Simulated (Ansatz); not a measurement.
Process, species as SMILES: [CH2][N]([GeH3])CC -> [CH2][Ge]([CH3])([CH3])[NH2]
Structures are relaxed separately at B3LYP-D3(BJ)/def2-TZVP in Ansatz (a first-principles code), one conformer each, not searched for the lowest. Frequencies are from Ansatz.

Property: isomerisation energy (enthalpy at 298 K, with B3LYP-D3(BJ) rigid-rotor harmonic-oscillator terms), in kcal/mol. Cores are frozen in the correlated levels unless marked. UHF or UKS for open shells. No spin-orbit coupling. Frozen are the shells of the preceding noble gas and the d and f shells that filled before the atom's block. No relativistic terms. Basis-set limits of correlation are two-point, X^-3; Hartree-Fock from the larger set.

CCSD(T)/CBS(cc-pVTZ,cc-pVQZ) (Ansatz) gives -27.0 kcal/mol.

Q: Another calculation gave -25.5 kcal/mol. Which level was it?
A) SVWN5/def2-TZVPD (Ansatz)
B) r2SCAN/def2-TZVPD (Ansatz)
C) wB97X-V/def2-TZVPD (Ansatz)

A: B, r2SCAN/def2-TZVPD (Ansatz). The others give -22.5 (wB97X-V), -13.9 (SVWN5) kcal/mol.
